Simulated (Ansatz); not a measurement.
Two structures, one formula

Two relaxed structures of MgNHTe, closed shell (PBE0-D4/def2-TZVP; forces vanish, vibrations not checked).

A:

```xyz
4
angstrom
N -0.0639 0.1954 -0.5124
Mg 1.0205 0.6889 1.1111
Te -0.0088 -1.6590 -0.0262
H 1.8880 1.4926 2.3221
```

B:

```tsv
atom	x (Å)	y (Å)	z (Å)
N1	-0.1493	0.4282	-0.5279
Mg2	1.1531	0.6175	0.8386
Te3	0.1487	-1.6199	0.2546
H4	-1.1525	0.5742	-0.5653
```

Computed with Ansatz 0.2.0 (basis: def2-TZVPP); correlated methods freeze the cores. Filled d shells of the heavier atoms are correlated. Core potentials replace the inner electrons of the atoms past krypton. The outer core shell of Li, Na, Mg and K is correlated. The def2 sets are not built for correlating such inner shells, so the correlated values are less sure here. B3LYP uses VWN-RPA correlation.

Question: Which structure is lower at CCSD(T), and by how much? (An estimate is asked for; the value comes from the calculation.)

Answer: By the calculation: B, by 0.723 eV (electronic energy, against the other). By their contacts, A is MgNHTe ([N]1[MgH][Te]1) and B is MgNHTe ([NH]1[Mg][Te]1).

All methods give the same order:

```
   method  E(B) − E(A) (eV)
   PBE-D4            -1.017
r2SCAN-D4            -1.052
  PBE0-D4            -1.092
 B3LYP-D4            -0.911
  wB97M-V            -0.962
       HF            -0.918
      MP2            -0.928
     CCSD            -0.804
  CCSD(T)            -0.723
```

No T1 diagnostic of these runs exceeds 0.025. The restricted Hartree–Fock reference is unstable towards an unrestricted one at one or more of these structures. A large double-excitation amplitude points to some diradical character; no triplet was computed.

Labels in which every atom is bracketed show which atoms are joined, not bond orders.

For scale, one of the runs: CCSD(T)/def2-TZVPP, 127 basis functions, launched by `ansatz run in.yaml --threads 2 --pin off --events-out ev --progress --plain --max-ram 4352MiB`. Hardware: 2 CPU threads of an Arm Neoverse V2, shared host. Wall time 29 s; peak host memory 0.8 GiB.
